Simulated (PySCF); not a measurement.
NaF, SMILES [F][Na]. Atoms are numbered in the order given.

```xyz
2

Na     0.0000     0.0000    -0.8710
F      0.0000     0.0000     1.0646
```
Charge 0, spin multiplicity 1.

Coordinates come from a B3LYP-D3(BJ)/def2-TZVPD optimisation.

Method: PySCF with TDDFT-M06-2X/def2-TZVPD.

Vertical excitations; the highest root listed may be one member of a degenerate set.  State labels are in the subgroup C2v.

Question: Give excitation energies, oscillator strengths and character. (Estimate from the structure and the level; the computed values follow.)

Answer: 
```json
[
 {"state": "S1", "symmetry": "B1", "energy (eV)": "4.95", "λ (nm)": "250", "f": "0.010", "main pairs": "HOMO−1→LUMO (degenerate set)"},
 {"state": "S2", "symmetry": "B2", "energy (eV)": "4.95", "λ (nm)": "250", "f": "0.010", "main pairs": "HOMO→LUMO (degenerate set)"},
 {"state": "S3", "symmetry": "A1", "energy (eV)": "5.37", "λ (nm)": "231", "f": "0.036", "main pairs": "HOMO−2→LUMO 94 %"},
 {"state": "S4", "symmetry": "A2", "energy (eV)": "6.76", "λ (nm)": "183", "f": "0.000", "main pairs": "HOMO→LUMO+1 43 %, HOMO−1→LUMO+2 43 %"},
 {"state": "S5", "symmetry": "A2", "energy (eV)": "6.84", "λ (nm)": "181", "f": "0.000", "main pairs": "HOMO−1→LUMO+2, HOMO→LUMO+1 (degenerate set)"},
 {"state": "S6", "symmetry": "A1", "energy (eV)": "6.84", "λ (nm)": "181", "f": "0.000", "main pairs": "HOMO−1→LUMO+1, HOMO→LUMO+2 (degenerate set)"},
 {"state": "S7", "symmetry": "A1", "energy (eV)": "7.09", "λ (nm)": "175", "f": "0.015", "main pairs": "HOMO→LUMO+2 45 %, HOMO−1→LUMO+1 45 %"},
 {"state": "S8", "symmetry": "B1", "energy (eV)": "7.10", "λ (nm)": "175", "f": "0.007", "main pairs": "HOMO−2→LUMO+1 (degenerate set)"},
 {"state": "S9", "symmetry": "B2", "energy (eV)": "7.10", "λ (nm)": "175", "f": "0.007", "main pairs": "HOMO−2→LUMO+2 (degenerate set)"},
 {"state": "S10", "symmetry": "B2", "energy (eV)": "7.31", "λ (nm)": "170", "f": "0.042", "main pairs": "HOMO→LUMO+3 64 %, HOMO→LUMO+4 22 %"},
 {"state": "T1", "symmetry": "B1", "energy (eV)": "4.95", "λ (nm)": "251", "f": "0", "main pairs": "HOMO−1→LUMO (degenerate set)"},
 {"state": "T2", "symmetry": "B2", "energy (eV)": "4.95", "λ (nm)": "251", "f": "0", "main pairs": "HOMO→LUMO (degenerate set)"},
 {"state": "T3", "symmetry": "A1", "energy (eV)": "5.14", "λ (nm)": "241", "f": "0", "main pairs": "HOMO−2→LUMO 95 %"},
 {"state": "T4", "symmetry": "A2", "energy (eV)": "6.77", "λ (nm)": "183", "f": "0", "main pairs": "HOMO→LUMO+1 43 %, HOMO−1→LUMO+2 43 %"}
]
```
Triplets are in the Tamm–Dancoff approximation, which puts them higher than full response would, so one can lie above its singlet here.
